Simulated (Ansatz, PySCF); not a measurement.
Gas-phase reaction in SMILES: C[Si-](C)[SiH2]Cl -> C[SiH](C)[SiH-]Cl
Each molecule is optimised on its own at B3LYP-D3(BJ)/def2-TZVP (Ansatz, a program for electronic structure), one conformer each, not searched for the lowest.

Quantity: isomerisation energy (0 K, with B3LYP-D3(BJ) harmonic zero-point energies from PySCF), in kJ/mol. Cores are frozen in the correlated levels unless marked. Spin-orbit coupling is left out. No relativistic terms. Anions need diffuse functions: aug- sets have them; def2-D sets add few; the other sets have none. CBS marks a two-point X^-3 extrapolation of the correlation energy; Hartree-Fock from the larger set. The bracket is a focal-point correction in the basis named.

```json
[
 {"level": "r2SCAN-D3(BJ)/def2-TZVPD", "program": "Ansatz + dftd3", "isomerisation energy (kJ/mol)": "-42.0"},
 {"level": "B3LYP-D4/def2-TZVPD", "program": "Ansatz + dftd4", "isomerisation energy (kJ/mol)": "-42.8"},
 {"level": "PBE0/STO-3G", "program": "Ansatz", "isomerisation energy (kJ/mol)": "-58.5"},
 {"level": "PBE0/def2-TZVP", "program": "Ansatz", "isomerisation energy (kJ/mol)": "[?]"},
 {"level": "PBE0/def2-QZVPP", "program": "Ansatz", "isomerisation energy (kJ/mol)": "-41.9"},
 {"level": "r2SCAN0/def2-TZVPD", "program": "Ansatz", "isomerisation energy (kJ/mol)": "-43.5"},
 {"level": "LC-wPBE-D3(BJ)/def2-TZVPD", "program": "Ansatz + dftd3", "isomerisation energy (kJ/mol)": "-45.9"},
 {"level": "LC-wPBE/def2-TZVPD", "program": "Ansatz", "isomerisation energy (kJ/mol)": "-45.3"},
 {"level": "B2GP-PLYP-D3(BJ)/def2-TZVPD", "program": "Ansatz + dftd3", "isomerisation energy (kJ/mol)": "-41.6"},
 {"level": "SCS-MP2/STO-3G", "program": "Ansatz", "isomerisation energy (kJ/mol)": "-57.4"},
 {"level": "SCS-MP2/6-31G*", "program": "Ansatz", "isomerisation energy (kJ/mol)": "-43.5"},
 {"level": "SCS-MP2/aug-cc-pV(T+d)Z", "program": "Ansatz", "isomerisation energy (kJ/mol)": "-39.1"},
 {"level": "SCS-MP2/cc-pwCVTZ", "program": "Ansatz", "isomerisation energy (kJ/mol)": "-39.8"},
 {"level": "CCSD/6-31G*", "program": "Ansatz", "isomerisation energy (kJ/mol)": "-45.4"},
 {"level": "CCSD/cc-pV(Q+d)Z", "program": "Ansatz", "isomerisation energy (kJ/mol)": "[?]"},
 {"level": "RI-MP2/CBS(aug-cc-pV(T+d)Z,aug-cc-pV(Q+d)Z)+[CCSD(T)-MP2]/aug-cc-pV(T+d)Z", "program": "Ansatz", "isomerisation energy (kJ/mol)": "-41.6"}
]
```

Task: Some entries are withheld; supply them.

Result: 
- PBE0/def2-TZVP, isomerisation energy (kJ/mol): -42.3
- CCSD/cc-pV(Q+d)Z, isomerisation energy (kJ/mol): -42.7
